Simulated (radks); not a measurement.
Task: All-electron atom: Cl3+ in [Ne] 3s0.5 3p3.5 (fractional occupations, a model configuration). Method: Dirac Kohn-Sham, PBE, spin-unpolarised, spherical densities, finite nucleus; open shells fill j = l - 1/2 first; Fermi nuclear charge, rms radius 3.3654 fm; computed with a radial shooting solver on a logarithmic mesh with Libxc functionals. Some entries of the table are withheld. Estimate them.

orbital  occ.  eigenvalue (eV)  r(max) (bohr)  <r> (bohr)
1s1/2       2        -2799.062        0.05946         (1)
2s1/2       2        -299.1714         0.3615      0.4431
2p1/2       2        -239.3749         0.3000         (2)
2p3/2       4        -237.6684         0.3019         (3)
3s1/2     0.5         -59.6568            (4)       1.391
3p1/2       2         -45.9655            (5)       1.506
3p3/2     1.5         -45.7785            (6)       1.511

Result: 
(1) 1s1/2 <r> (bohr): 0.09096
(2) 2p1/2 <r> (bohr): 0.4039
(3) 2p3/2 <r> (bohr): 0.4062
(4) 3s1/2 r(max) (bohr): 1.225
(5) 3p1/2 r(max) (bohr): 1.302
(6) 3p3/2 r(max) (bohr): 1.306
